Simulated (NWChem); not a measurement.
System: ZnBrF; SMILES [F][Zn][Br]

This build's default masses of Se (78.918 u) and Br (79.917 u) are each other's, which moves their modes by up to 0.6 %.

### Question
Give the equilibrium geometry at PBE0/def2-SVP (NWChem) as a Z-matrix, with the point group.

### Answer
point group C*v; any orientation.
```
Zn
F 1 1.7390
Br 1 2.2197 2 180.00
```
